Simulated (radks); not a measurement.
Values are calculated unless marked as measured or tabulated.
Task: These are the eigenvalues of the occupied orbitals of an atom or ion with whole-number occupations (hartree). Level of theory: scalar-relativistic Kohn-Sham, PBEsol, spin-polarised, spherical densities, finite nucleus; Fermi nuclear charge, rms radius of each element as measured or else 0.836 A^(1/3) + 0.57 fm (a radial shooting solver on a logarithmic mesh with Libxc functionals).

orbital  eigenvalue
1s        -1368.969
2s        -216.7841
2p        -194.4829
3s        -46.11573
3p        -38.96526
3d        -28.56902
4s         -9.41034
4p         -7.10283
4d         -3.75191
5s         -1.69141
5p         -1.13652

Which element is it, and in what charge state? The configuration may be excited. Open shells, if any, are filled with parallel spins first.

Result: Z = 56, barium, charge +2: Ba2+ in [Xe]. The list shows which subshells hold electrons but not how many an open one holds; the 1s level, -1369 hartree, gives Z - s = 52.3 by -(Z - s)^2/2, which with screening and relativity narrows Z to a few neighbours, and the depths of the outer levels then fix element, charge and occupations together.
